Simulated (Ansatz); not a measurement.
CH6AlNOSi can be A, `O=C[N]([AlH2])[SiH3]`, or B, `N[Si]1([AlH2])CO1`.

Computed with Ansatz on PBE0-D4/def2-TZVP structures; ΔE is electronic, products minus reactants. CBS: MP2 limit from def2 TZ/QZ plus the TZ coupled-cluster correction, frozen cores. Functionals use def2-TZVPP. B3LYP here is the variant with VWN-RPA as its local correlation; programs differ in this. Each species was taken in one conformer, which may not be the lowest.

A:

Z-matrix (Å, degrees):
```
Si
N 1 1.774
H 1 1.480 2 111.3
H 1 1.487 2 104.0 3 117.5
H 1 1.480 2 111.3 3 -125.0
C 2 1.372 1 111.3 3 62.6
Al 2 1.813 1 126.7 3 -117.3
O 6 1.210 2 123.2 1 -0.1
H 6 1.105 2 115.3 1 180.0
H 7 1.574 2 118.0 1 0.1
H 7 1.579 2 115.8 1 -179.9
```

B:

```xyz
11

N    -0.1796   -1.7443   -0.5587
Si   -0.1286   -0.1537    0.0526
Al    2.1135    0.8068    0.1279
C    -1.6471    0.8377    0.0673
O    -1.1193    0.2963    1.3301
H     0.5959   -2.3735   -0.4334
H    -1.0433   -2.2375   -0.7205
H     2.2801    2.3784    0.2506
H     3.3997   -0.1251    0.0558
H    -2.6014    0.3894   -0.2112
H    -1.6700    1.9256    0.0395
```

Q: Which isomer does CCSD(T)/CBS put lower? Give the gap. (An estimate is asked.)

A: The calculation gave: A, by 24.0 kcal/mol.

Q: Give E(B) − E(A) in kcal/mol with B3LYP, ωB97M-V, MP2/def2-TZVPP, PBE0-D4, CCSD/def2-TZVPP, CCSD(T)/def2-TZVPP, B2PLYP. (Best estimate.)

A: Computed: B3LYP 26.2, ωB97M-V 25.6, MP2/def2-TZVPP 26.5, PBE0-D4 21.7, CCSD/def2-TZVPP 26.3, CCSD(T)/def2-TZVPP 26.3, B2PLYP 27.0. None reverses the order clearly.

Largest T1 diagnostic: 0.015.

In def2-TZVPP, CCSD(T) changes the Hartree–Fock value by −7.6 kcal/mol (the triples alone add +0.0 kcal/mol) and MP2 by −7.4 kcal/mol. The D4 term adds +1.0 kcal/mol with B3LYP and +0.5 kcal/mol with PBE0; it sums over pairs of atoms, weighted by their polarisabilities, and B3LYP, whose exchange is more repulsive, gets the larger term.
